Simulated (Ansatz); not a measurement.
Method: frozen-core CCSD(T)/cc-pVTZ // B3LYP-D3(BJ)/def2-TZVP run with Ansatz (a first-principles code).

Ansatz 0.2 input:
```yaml
crystal:
  periodic: [false, false, false]
  atoms:
    - { symbol: C, position_ang: [0.733492, 0.890552, 0.315586] }
    - { symbol: Si, position_ang: [1.236919, -0.799273, 0.947992] }
    - { symbol: Si, position_ang: [-0.842592, -0.902732, -0.203406] }
    - { symbol: N, position_ang: [-0.563887, 0.873807, -0.003407] }
    - { symbol: H, position_ang: [1.252251, 1.850016, 0.308409] }
    - { symbol: H, position_ang: [2.358408, -1.18745, 0.026465] }
    - { symbol: H, position_ang: [-0.891623, -1.152692, -1.663776] }
    - { symbol: H, position_ang: [-2.165094, -1.289898, 0.353957] }
    - { symbol: H, position_ang: [-1.117872, 1.71767, -0.081822] }
basis:
  gaussian: { orbitals: cc-pVTZ }
correlation:
  method: ccsd_t
```

Output:

```
Functional definition: HF
1144 factors; integrals over basis functions are off by at most 1.2e-3 eV
mean field evaluation 1: about -18312.3548 eV, gradient 3.0e1 eV
mean field evaluation 2: about -18312.6816 eV, gradient 3.0e1 eV
mean field evaluation 4: about -18315.4433 eV, gradient 4.2e0 eV
mean field evaluation 8: about -18315.5625 eV, gradient 6.5e-1 eV
mean field evaluation 16: about -18315.5691 eV, gradient 2.7e-6 eV
mean field evaluation 32: about -18308.6026 eV, gradient 1.9e1 eV
mean field -18315.56914150 eV, -673.0847512113 hartree, gradient 2.7e-6 eV, S^2 0.000000; 2 other end points of the search recorded, 0 dependent functions left out
12 core orbitals not correlated
reference -18315.56914150 eV, -673.0847512113 hartree; 11, 11 occupied and 175, 175 virtual orbitals, 1144 factors
second order -16.36548887 eV of doubles, -0.00000000 eV of singles
cycle   1  -16.83092844 eV  change   -4.7e-1 eV  update   1.3e-1
cycle   2  -17.37194575 eV  change   -5.4e-1 eV  update   4.1e-2
cycle   3  -17.52389201 eV  change   -1.5e-1 eV  update   3.0e-2
cycle   4  -17.51048810 eV  change    1.3e-2 eV  update   1.2e-2
cycle   5  -17.50736428 eV  change    3.1e-3 eV  update   8.2e-3
cycle   6  -17.51015730 eV  change   -2.8e-3 eV  update   3.6e-3
cycle   7  -17.50959905 eV  change    5.6e-4 eV  update   1.9e-3
cycle   8  -17.51001388 eV  change   -4.1e-4 eV  update   7.3e-4
cycle   9  -17.51028714 eV  change   -2.7e-4 eV  update   2.5e-4
cycle  10  -17.51014490 eV  change    1.4e-4 eV  update   8.3e-5
cycle  11  -17.51017752 eV  change   -3.3e-5 eV  update   3.6e-5
cycle  12  -17.51019991 eV  change   -2.2e-5 eV  update   1.2e-5
cycle  13  -17.51020339 eV  change   -3.5e-6 eV  update   5.7e-6
perturbative correction -0.88727892 eV, -0.0326068990 hartree
Total energy: -18333.96662380 eV, -673.7608462158 hartree
```

Cost: very roughly 100 core-seconds.
